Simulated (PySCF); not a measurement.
# Correlation energy of Ge⁵⁺ (germanium, charge +5)

Starting occupation: [Ar] 3d9, 3d3/2 with m_j = -1/2, +1/2, +3/2, 3d5/2 with m_j = -5/2, -3/2, -1/2, +1/2, +3/2, +5/2. Calculation: PySCF 2.14, in an uncontracted even-tempered set (18 s from 0.2 bohr⁻², ratio 2.8; 13 p from 0.26 bohr⁻², ratio 2.8; 9 d from 0.26 bohr⁻², ratio 2.8; 4 f from 2.5 bohr⁻², ratio 3); X2C-1e with screened-nucleus spin-orbit coupling, Gaussian nucleus. Frozen: [Ne]; 17 electrons correlated; the 76 highest virtual spinors left out.

MP2 pair energies summed by pair of shells (mhartree):

```tsv
pair	energy	share (%)
3d-3d	-310.10	46.7
3d-3p	-211.92	31.9
3p-3p	-58.38	8.8
3d-3s	-52.07	7.8
3p-3s	-27.77	4.2
3s-3s	-4.49	0.7
```

Total MP2 correlation energy: -664.73 mhartree.

The GHF reference relaxed away from the jj start to a determinant that is no pure jj level (⟨S²⟩ = 0.75, ⟨J²⟩ = 3.75); the energies belong to that determinant.
